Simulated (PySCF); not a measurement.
# One molecule, several mistakes: BCH7NSi

These are calculations, not measurements. They come from PySCF 2.14.0, an open-source quantum chemistry program, on an isolated molecule that a program drew, which may never have been made. The molecule is BCH7NSi (charge 0, doublet), drawn as the SMILES string `[BH]N(C)[SiH3]`.

Each row is a Hartree-Fock (HF) and frozen-core CCSD(T) single point in the cc-pV(D+d)Z basis, meant for a local HF minimum. Run 1 is clean. Each other run has one planted mistake out of seven kinds, and not every kind appears here: one electron removed, one electron added, multiplicity raised by two, geometry at a saddle point, minimal basis STO-3G, one bond length entered in bohr, all coordinates scaled. The reference is restricted for singlets and unrestricted otherwise, and also for a bond in bohr. Adding or removing an electron swaps singlet and doublet. Electrons count all cores. HOMO and LUMO are orbital energies over both spins, the gradient is its largest component, and the lowest frequency (negative if imaginary) is given only where the gradient is small. Bond lengths are over the 10 bonds as drawn. T1 is the CCSD diagnostic: over 0.02 (restricted) or 0.045 (unrestricted) a single reference is doubtful.

Geometry of the clean run:
```xyz
11
BCH7NSi, angstrom
B     0.1730    0.9283    0.1284
N     0.2290   -0.4294   -0.1747
C    -0.5630   -1.0017   -1.2718
Si    1.2495   -1.5325    0.7379
H    -0.5014    1.7346   -0.4536
H    -1.2491   -1.7671   -0.9007
H     0.0843   -1.4608   -2.0231
H    -1.1480   -0.2215   -1.7538
H     0.4111   -2.5972    1.3374
H     1.9632   -0.7884    1.7890
H     2.2140   -2.1841   -0.1792
```

| run | electrons | basis functions | <S^2> | HOMO (eV) | LUMO (eV) | gradient (hartree/bohr) | lowest frequency (cm^-1) | mean bond (Å) | longest bond (Å) | T1 | HF (hartree) | CCSD(T) (hartree) | mistake |
|---|---|---|---|---|---|---|---|---|---|---|---|---|---|
| 1 | 39 | 100 | 0.757 | -8.69 | 3.36 | 5.0e-06 | 95 | 1.3531 | 1.758 | 0.0137 | -410.00210 | -410.55286 | no fault |
| 2 | 39 | 31 | 0.760 | -6.70 | 9.05 | 2.5e-02 | - | 1.3531 | 1.758 | 0.0160 | -405.17642 | -405.41003 | minimal basis STO-3G |
| 3 | 40 | 100 | 0.000 | 0.94 | 8.41 | 6.2e-02 | - | 1.3531 | 1.758 | 0.0167 | -409.91648 | -410.50573 | one electron added |
| 4 | 38 | 100 | 0.000 | -16.80 | -5.99 | 9.5e-02 | - | 1.3531 | 1.758 | 0.0161 | -409.73168 | -410.27887 | one electron removed |
| 5 | 39 | 100 | 1.465 | -8.70 | 2.61 | 1.9e-02 | - | 1.4498 | 2.056 | 0.0576 | -409.87139 | -410.42167 | ? |
| 6 | 39 | 100 | 0.757 | -8.83 | 3.19 | 2.6e-02 | - | 1.4031 | 1.823 | 0.0149 | -409.98898 | -410.54711 | ? |

**Which mistake was planted in run 5, and what did it cost?**

The mean bond changes by a factor of 1.071 and the longest by 1.170, so the molecule wasn't scaled as a whole. A length L in bohr read as angstrom grows by (1/0.5292 - 1) L = 0.890 L. The 10 bonds together grew by 10 x 0.0967 = 0.967 Å, which gives L = 1.087 Å. That is the length of one of the C-H bonds, 1.088 Å in the clean geometry. So the mistake is: one bond length entered in bohr. Subtracting run 1 and multiplying by 627.51 kcal/mol a hartree, the energy moved by 82.0 kcal/mol in HF and 82.3 kcal/mol in CCSD(T).

**Which mistake was planted in run 6, and what did it cost?**

The mean and the longest bond both change by the same factor, 1.037, and the gradient is no longer small. So the mistake is: all coordinates scaled. Subtracting run 1 and multiplying by 627.51 kcal/mol a hartree, the energy moved by 8.2 kcal/mol in HF and 3.6 kcal/mol in CCSD(T).

Cautions from the logs. Run 3: the HOMO is above zero, so the electron isn't bound and the energy depends on the basis; run 5: T1 is over the limit, so its CCSD(T) energy is less reliable.
